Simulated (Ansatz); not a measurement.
A nudged elastic band was laid between two geometries of CH$_{5}$BrOSi (9 atoms, charge 0, multiplicity 1).

Computed with Ansatz 0.2.0, RKS PBE/def2-SVP.

```
movable images  : 5
climbing image  : yes
spring          : 5.0 eV/Å²
optimiser       : quadratic models (default)
start path      : IDPP
force threshold : 0.05 eV/Å
iteration limit : 60
end points      : relaxed
```

First end point:

```xyz
9
Properties=species:S:1:pos:R:3
O -0.158 1.576 -0.737
C 0.714 0.528 -0.345
Si -0.196 -0.765 0.721
Br -1.987 -1.370 -0.522
H -0.918 1.157 -1.189
H 1.530 0.979 0.261
H 1.212 0.019 -1.209
H 0.618 -1.997 1.009
H -0.727 -0.173 1.993
```

Last end point:

```xyz
9
Properties=species:S:1:pos:R:3
O 0.668 1.621 0.384
C 0.523 0.528 -0.524
Si -0.379 -0.880 0.395
Br -0.803 -2.636 -0.953
H -0.214 2.021 0.503
H 1.543 0.196 -0.809
H 0.006 0.803 -1.474
H 0.439 -1.354 1.559
H -1.692 -0.344 0.900
```

Q: Which bonds break or form, and what moves?

A: No bond is made or broken. The dihedral H7–C2–Si3–H8 goes from 46 to 172°.

Q: Give the energies along the band, and the barrier.

A: It converged. The highest image is number 3 of 0 to 6, 14.6 kJ/mol above the first end and 10.9 kJ/mol above the last; the last end lies 3.7 kJ/mol above the first. A vibrational analysis at the climbing image gives one clearly imaginary mode, 94i cm⁻¹: a first-order saddle point.

```tsv
image	path coordinate (Å)	energy (kJ/mol)	dihedral H7–C2–Si3–H8 (°)
0	0.00	0.0	46
1	0.73	4.2	67
2	1.46	11.2	89
3	2.19	14.6	111
4	2.84	12.1	131
5	3.49	6.7	152
6	4.14	3.7	172
```

Q: What is the geometry of the highest image?

A: 
```xyz
9
Properties=species:S:1:pos:R:3
O 0.214 1.823 -0.119
C 0.631 0.504 -0.440
Si -0.281 -0.855 0.582
Br -1.430 -2.239 -0.783
H -0.704 1.926 -0.429
H 1.711 0.439 -0.180
H 0.562 0.265 -1.529
H 0.662 -1.710 1.382
H -1.276 -0.200 1.498
```

Q: What are the harmonic wavenumbers there?

A: 94i, 144, 242, 332, 399, 501, 625, 681, 717, 833, 900, 1043, 1123, 1236, 1338, 1397, 2158, 2176, 2918, 3012, 3703 cm⁻¹.

Run time: 57 s on 2 threads of Intel(R) Xeon(R) Platinum 8488C (Sapphire Rapids), on a shared host, peak memory 0.16 GiB.
